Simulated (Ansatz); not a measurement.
`CC1=[C]([AlH2])N1` at its PBE0-D4/def2-TZVP geometry, where that method's forces vanish. Total charge 0; spin multiplicity 1.

```xyz
11

C     0.0650    1.9118    0.3356
C    -0.2628    0.5677   -0.1279
C    -0.0547   -0.7067   -0.2328
Al    0.8417   -2.3699   -0.0537
N    -1.2767   -0.0066   -0.9506
H    -0.7364    2.2951    0.9752
H     0.1327    2.5836   -0.5256
H     1.0048    1.9265    0.8871
H     2.2808   -2.3542    0.6084
H     0.1308   -3.7028   -0.5219
H    -2.1252   -0.1446   -0.3937
```

Problem. What forces (eV/Å) does ωB97M-V/def2-TZVPP give on these atoms in the Gaussian-basis code of Ansatz? (Best estimate.)

Solution. Computed: 
```
C1   0.048  0.340  0.082
C2   0.178 -0.405  0.067
C3   0.074  0.211  0.114
Al4  0.075 -0.143  0.017
N5  -0.394 -0.032 -0.202
H6   0.074 -0.049 -0.053
H7   0.003 -0.071  0.078
H8  -0.076  0.001 -0.045
H9  -0.155 -0.008 -0.071
H10  0.083  0.146  0.049
H11  0.090  0.011 -0.035
```
